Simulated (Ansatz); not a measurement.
Two isomers of C2H3FSSi: A = `FC1=CS[SiH2]1`, B = `F[SiH]1CC1=S`.

Isolated molecules relaxed with PBE0-D4/def2-TZVP in Ansatz; ΔE leaves out vibrations. CBS: MP2 limit from def2 TZ/QZ plus the TZ coupled-cluster correction, frozen cores. DFT in def2-TZVPP. B3LYP here is the variant with VWN-RPA as its local correlation; programs differ in this.

Question: Which is lower in electronic energy at CCSD(T)/CBS, and by how much? (An estimate is asked.)

Answer: Computed: B, by 9.8 kcal/mol.

Question: Give E(B) − E(A) in kcal/mol with HF/def2-TZVPP, B3LYP-D4, BLYP-D4, CCSD/def2-TZVPP, PBE-D4, CCSD(T)/def2-SVP, CCSD(T)/def2-TZVPP. (Estimate.)

Answer: Computed: HF/def2-TZVPP -6.2, B3LYP-D4 -9.9, BLYP-D4 -11.0, CCSD/def2-TZVPP -9.4, PBE-D4 -8.0, CCSD(T)/def2-SVP -6.8, CCSD(T)/def2-TZVPP -9.7. None reverses the order clearly.

Question: Does the order hold for the free energy at 298.15 K (harmonic terms from PBE0-D4)? (Best estimate.)

Answer: Ansatz gave: Yes: G(B) − G(A) = -10.1 kcal/mol.

Largest T1 diagnostic: 0.016.

Leaving LDA and LC-ωPBE aside and taking each functional with its dispersion term where it has one, the values, not all of them listed here, spread over 4.6 kcal/mol, from BLYP-D4 to ωB97X-V. LDA lies +1.5 kcal/mol from PBE without D4. In def2-TZVPP, CCSD(T) changes the Hartree–Fock value by −3.5 kcal/mol (the triples alone add −0.3 kcal/mol) and MP2 by −5.4 kcal/mol.
